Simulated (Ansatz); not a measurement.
Consider the ligand exchange at the Si–N bond: `N[SiH2]N[SiH](N)O` + NH₃ → `N[SiH](N)O` + `N[SiH2]N`.

Isolated molecules relaxed with PBE0-D4/def2-TZVP in Ansatz; ΔE leaves out vibrations. CBS: MP2 limit from def2 TZ/QZ plus the TZ coupled-cluster correction, frozen cores. This one scheme is used for every species. Each species was taken in one conformer, which may not be the lowest.

`N[SiH2]N[SiH](N)O`:

Z-matrix (Å, degrees):
```
Si
N 1 1.714
N 1 1.738 2 108.0
H 1 1.490 2 106.5 3 124.1
H 1 1.487 2 115.3 3 -114.9
Si 2 1.732 1 127.8 3 48.0
H 2 1.010 1 116.3 3 -137.4
H 3 1.010 1 117.2 2 -151.7
H 3 1.010 1 118.6 2 72.5
N 6 1.709 2 106.9 1 -145.6
O 6 1.637 2 105.4 1 -18.6
H 6 1.483 2 115.2 1 99.2
H 10 1.008 6 121.2 2 59.1
H 10 1.007 6 119.2 2 -155.5
H 11 0.972 6 114.5 2 -13.7
```

NH₃:

Z-matrix (Å, degrees):
```
N
H 1 1.013
H 1 1.013 2 107.1
H 1 1.013 2 107.1 3 -114.5
```

`N[SiH](N)O`:

Cartesian coordinates in Å:
```
N 1.430 -0.276 0.047
Si -0.249 -0.322 -0.291
N -0.993 0.251 1.133
O -0.466 0.503 -1.702
H 2.095 -0.432 -0.693
H 1.771 -0.632 0.926
H -0.884 -1.627 -0.590
H -0.659 1.073 1.609
H -1.970 0.086 1.307
H -0.075 1.376 -1.747
```

`N[SiH2]N`:

```xyz
9

N     0.670   -1.296   -0.022
Si    0.031    0.198    0.513
N    -0.721    0.974   -0.813
H     0.084   -2.001   -0.440
H     1.483   -1.692    0.418
H     1.211    0.882    1.122
H    -1.047    0.147    1.544
H    -1.498    1.596   -0.668
H    -0.213    1.192   -1.654
```

```
            species  CCSD/def2-TZVPP energy (Eh)
`N[SiH2]N[SiH](N)O`                   -822.82113
                NH₃                    -56.46834
       `N[SiH](N)O`                   -477.23791
         `N[SiH2]N`                   -402.04425
```

Question: Work out ΔE.

Answer: ΔE = (-477.23791) + (-402.04425) − (-822.82113) − (-56.46834) = 0.00731 Eh = +19.2 kJ/mol. CCSD(T)/CBS gives +20.5 kJ/mol.

Largest T1 diagnostic among the species: 0.011.

In def2-TZVPP, CCSD(T) changes the Hartree–Fock value by +19.3 kJ/mol (the triples alone add +3.8 kJ/mol) and MP2 by +19.1 kJ/mol. The D4 term adds +11.6 kJ/mol with B3LYP and +6.8 kJ/mol with PBE0; it sums over pairs of atoms, weighted by their polarisabilities, and B3LYP, whose exchange is more repulsive, gets the larger term.

B3LYP here is the variant with VWN-RPA as its local correlation; programs differ in this.
